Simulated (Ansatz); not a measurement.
`[SiH3]CBC=S` → `CBC=S` + `[SiH2]` at 400 K and 1 bar (silylene formation by 1,1-elimination).

Isolated molecules relaxed with PBE0-D4/def2-TZVP in Ansatz; ΔE leaves out vibrations. CBS: MP2 limit from def2 TZ/QZ plus the TZ coupled-cluster correction, frozen cores. This one scheme is used for every species. One conformer a species, not always the lowest.

```csv
species,CCSD(T)/CBS energy (Eh),H − E (kJ/mol),S (J/(mol·K))
`[SiH3]CBC=S`,-791.93466,248.3,401.0
`CBC=S`,-501.64970,197.3,340.1
`[SiH2]`,-290.19011,44.2,218.1
```

H − E and S are ideal-gas, rigid-rotor, harmonic terms from PBE0-D4/def2-TZVP, for one conformer and one mirror image of each species. 1 Eh = 2625.50 kJ/mol, R = 8.31446 J/(mol·K).

Task: By hand: ΔE, ΔH, ΔS and ΔG.

Result: ΔE = (-501.64970) + (-290.19011) − (-791.93466) = 0.09485 Eh = 249.0 kJ/mol. Δ(H − E) = 197.3 + 44.2 − 248.3 = -6.8, so ΔH = 242.2 kJ/mol. ΔS = 340.1 + 218.1 − 401.0 = 157.2 J/(mol·K). ΔG = 242.2 − 400 × (157.2)/1000 = 179.3 kJ/mol.

Task: By hand: the equilibrium constant, and the temperature at which ΔG would vanish if ΔH and ΔS stayed fixed.

Result: log₁₀ K = −ΔG/(RT ln 10) = -23.4. ΔG = 0 at ΔH/ΔS = 1541 K.

The number of gas molecules changes by +1, which sets the sign of ΔS. A doubt of 5 kJ/mol in ΔE shifts log₁₀ K by 0.7 here. Other conformers and mirror images would add mixing entropy, several J/(mol·K) or more a flexible species. These are equilibria of isolated gas molecules and say nothing of rates. Largest T1 diagnostic: 0.019 (customary marks: 0.02 for closed shells, 0.045 for open ones).
